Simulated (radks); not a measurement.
Spherical quantum dot in the effective-mass picture: electrons in a hard-walled sphere of radius 1.35, all in effective atomic units (hartree* = m*/eps^2 hartree, bohr* = eps/m* bohr), one dielectric constant everywhere. Calculated with a radial shooting solver with Libxc functionals: non-relativistic Kohn-Sham, PBE, spin-polarised, spherical densities. Levels are named by radial order and angular momentum (1s, 1p, 1d, 2s, ...), and open shells are averaged over m.

N = 12, configuration 1s2 1p6 1d(up 4, down 0). This is the lowest configuration that the search found. Occupied and some empty levels:

| level | occupation | eigenvalue (hartree*) | <r> (bohr*) |
|---|---|---|---|
| 1s up | 1 | 14.857 | 0.7589 |
| 1s down | 1 | 15.051 | 0.7525 |
| 1p up | 3 | 17.068 | 0.8482 |
| 1p down | 3 | 17.305 | 0.8454 |
| 1d up | 4 | 20.218 | 0.9062 |
| 1d down | 0 | 20.477 | 0.9050 |
| 2s up | 0 | 23.100 | 0.6456 |
| 2s down | 0 | 23.210 | 0.6482 |
| 1f up | 0 | 24.190 | 0.9485 |
| 1f down | 0 | 24.461 | 0.9480 |
| 2p up | 0 | 28.416 | 0.7186 |
| 2p down | 0 | 28.555 | 0.7189 |

Energy (hartree*): total 141.131, kinetic 76.862, external 0, Hartree 76.492, exchange-correlation -12.224.

Electron density:

| r (bohr*) | n(r) (e/bohr*^3) |
|---|---|
| 0.0351 | 0.6523 |
| 0.102 | 0.6999 |
| 0.170 | 0.7952 |
| 0.237 | 0.9383 |
| 0.304 | 1.127 |
| 0.372 | 1.356 |
| 0.439 | 1.615 |
| 0.507 | 1.884 |
| 0.574 | 2.139 |
| 0.641 | 2.348 |
| 0.709 | 2.479 |
| 0.776 | 2.499 |
| 0.843 | 2.388 |
| 0.911 | 2.139 |
| 0.978 | 1.768 |
| 1.05 | 1.316 |
| 1.11 | 0.8563 |
| 1.18 | 0.4541 |
| 1.25 | 0.1621 |
| 1.31 | 0.01835 |
